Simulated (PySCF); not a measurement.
**Correlation energy of B²⁺ (boron, charge +2)**

[He] 2p1, 2P determinant (an excited configuration). All numbers are calculated (PySCF 2.14, the non-relativistic Hamiltonian (point nucleus), in aug-cc-pwCVDZ (5s4p2d, 27 functions)). Frozen: nothing; 3 electrons correlated.

```tsv
level	correlation energy (mhartree)
CCSD	-27.83
(T)	-0.01
CCSD(T)	-27.84
CCSDT	-27.84
FCI	-27.84
```

Diagnostics: T1 = 0.00075, D1 = 0.0012, largest double amplitude 0.017, weight of the Hartree-Fock determinant in FCI 0.9988 (9477 determinants).

Q: Is a single reference adequate?

A: Yes: T1 lies below 0.03 and no double amplitude reaches 0.07.
